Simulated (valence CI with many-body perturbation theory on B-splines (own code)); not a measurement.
The numbers below are computed, except where a source is named.
# Pt38+: magnetic and hyperfine properties of the levels

Method: relativistic CI+MBPT: four valence electrons over a frozen Dirac-Fock core [Kr], radial functions for each j: 9 s, 9 p, 10 d, 8 f, 5 g, 3 h, 1 i, with the one-electron correlation potential Σ1 (screened to all orders), the two-electron term Σ2, the three-electron term Σ3, Breit, model QED; selected single and double excitations, second order for the rest (own B-spline code, finite nucleus).

No measured spectrum was set against this ion. As an estimate, large intervals hold to a few tenths of a per cent, small ones and those within an open d or f shell to about a per cent. Only levels of the ground parity were solved; by the run's estimate the other parity begins above the list, which can be wrong where configurations are misplaced.

A/g_I is the dipole constant over the nuclear g factor μ/I (μ in nuclear magnetons, uniformly magnetised nucleus), B/Q the quadrupole constant per barn. Both hold the static response of the core; the bare values leave it out. Large factors of s and p1/2 electrons are usually good to 5 to 10 %; those of open d and f shells near neutrality can be off by tens of per cent, and small factors of p3/2, d and f electrons come from cancelling terms and can be off by a factor of two or in sign, in half-filled shells by more. B is blank for J = 1/2, where it vanishes, and for nearly pure S terms. Energies count from the lowest level. Levels with J = 0 are left out.

Levels are named by their leading jj configuration (3d3/2^4 stands for four electrons in 3d with j = 3/2), which in mixed levels can hold well under half, so a name can repeat and another be missing. Letters in brackets count levels of one name in rising energy.

| Level | E (cm⁻¹) | g | A/g_I (MHz) | A/g_I bare | B/Q (MHz/b) | B/Q bare |
| --- | --- | --- | --- | --- | --- | --- |
| (4d3/2^3 4d5/2) J=1 | 163120 | 1.496 | -3010 | -1820 | 6260 | 6010 |
| (4d3/2^3 4d5/2) J=4 | 206150 | 1.072 | 19400 | 19400 | 1280 | 1070 |
| (4d3/2^3 4d5/2) J=2 | 210960 | 1.225 | 12300 | 12700 | 17600 | 17000 |
| (4d3/2^3 4d5/2) J=3 | 222630 | 1.135 | 17200 | 17300 | 13800 | 13200 |
| (4d3/2^2 4d5/2^2) J=2 [a] | 360190 | 1.256 | 5460 | 5940 | 12000 | 11500 |
| (4d3/2^2 4d5/2^2) J=4 [a] | 368060 | 1.151 | 15400 | 15500 | -8140 | -7950 |
| (4d3/2^2 4d5/2^2) J=3 [a] | 372270 | 1.170 | 12600 | 12800 | 2700 | 2590 |
| (4d3/2^2 4d5/2^2) J=5 | 388500 | 1.084 | 17700 | 17600 | 16600 | 16000 |
| (4d3/2^2 4d5/2^2) J=1 | 400580 | 1.091 | 20500 | 20500 | 2490 | 2370 |
| (4d3/2^2 4d5/2^2) J=6 | 400650 | 1.075 | 18800 | 18700 | 20700 | 19900 |
| (4d3/2^2 4d5/2^2) J=3 [b] | 413670 | 1.078 | 20000 | 19900 | 4650 | 4480 |
| (4d3/2^2 4d5/2^2) J=4 [b] | 416170 | 1.033 | 20300 | 20100 | -5400 | -5150 |
| (4d3/2^2 4d5/2^2) J=2 [b] | 420210 | 1.083 | 18300 | 18200 | 8140 | 7850 |
| (4d3/2^2 4d5/2^2) J=2 [c] | 461790 | 0.987 | 24600 | 24200 | -3050 | -2980 |
| (4d3/2^2 4d5/2^2) J=4 [c] | 476480 | 1.193 | 13400 | 13700 | 32100 | 31000 |
| (4d3/2^2 4d5/2^2) J=2 [d] | 515270 | 1.136 | 17400 | 17500 | -9440 | -9060 |
| (4d3/2 4d5/2^3) J=4 [a] | 564110 | 1.159 | 12800 | 13000 | -17600 | -17000 |
| (4d3/2 4d5/2^3) J=3 [a] | 567080 | 1.192 | 9770 | 10100 | 2370 | 2340 |
| (4d3/2 4d5/2^3) J=1 [a] | 583490 | 0.980 | 17900 | 17600 | 8000 | 7670 |
| (4d3/2 4d5/2^3) J=5 | 588580 | 1.141 | 15200 | 15300 | -11800 | -11400 |
| (4d3/2 4d5/2^3) J=6 | 592770 | 1.082 | 17500 | 17400 | 23900 | 23100 |
| (4d3/2 4d5/2^3) J=2 [a] | 614280 | 1.064 | 19700 | 19600 | 15700 | 15000 |
| (4d3/2 4d5/2^3) J=3 [b] | 621220 | 1.089 | 17300 | 17300 | 4840 | 4760 |
| (4d3/2 4d5/2^3) J=1 [b] | 667140 | 1.417 | 3010 | 3950 | -12800 | -12300 |
| (4d3/2 4d5/2^3) J=3 [c] | 667790 | 1.060 | 19100 | 18900 | 25700 | 24800 |
| (4d3/2 4d5/2^3) J=4 [b] | 673070 | 1.049 | 19300 | 19200 | 23700 | 23000 |
| (4d3/2 4d5/2^3) J=2 [b] | 683760 | 1.117 | 16700 | 16800 | -32600 | -31400 |
| (4d5/2^4) J=4 | 790070 | 1.163 | 12600 | 12800 | -22100 | -21300 |
| (4d5/2^4) J=2 | 823190 | 1.096 | 13500 | 13500 | 14900 | 14400 |

Take the isotope of mass number 195, with I = 1/2, μ = 0.6073 μN. What is the hyperfine structure of (4d3/2^2 4d5/2^2) J=4 [a]?

From the table A = 18700 MHz. Shifts from the centre of gravity in MHz: F = 7/2: -46800, F = 9/2: 37400.
